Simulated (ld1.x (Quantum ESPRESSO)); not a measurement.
Configuration tests for Ag (TM)

* Element: Ag
* Generator: ld1.x (Quantum ESPRESSO) 7.5
* Type: norm-conserving Troullier–Martins (Kleinman–Bylander form)
* Functional: PBE
* Relativity: non-relativistic
* Frozen core: [Kr]
* Valence charge: 11
* Reference configuration: 4d10 5s1 5p0
* Partial waves: 5p (bound, empty): rc 3.40 bohr; 4d (bound): rc 1.25 bohr; 5s (bound): rc 1.90 bohr
* Local potential: the s channel
* Core correction: a·sin(br)/r model core, default radius (core density twice the valence density)

Energies are relative to the spin-unpolarised reference configuration 4d10 5s1 5p0; without spin polarisation the order of configurations can differ from experiment.

| valence configuration | charge | ΔE all-electron (eV) | error AE − PS (meV) |
| --- | --- | --- | --- |
| 4d9 5s0 5p0 | +2 | 29.610 | -161 |
| 4d8 5s0 5p0 | +3 | 66.265 | -847 |
| 4d7 5s0 5p0 | +4 | 118.579 | -2268 |
| 4d10 5s0 5p1 | 0 | 3.392 | -0.6 |
| 4d9 5s1 5p1 | 0 | 9.119 | -155 |

Problem. What are ΔE and the potential's error for 4d10 5s0 5p0?

Solution. ΔE = 7.183 eV all-electron; the error (AE − PS) is -7.2 meV.

Problem. What are ΔE and the potential's error for 4d9 5s2 5p0?

Solution. ΔE = 5.106 eV all-electron; the error (AE − PS) is -144 meV.
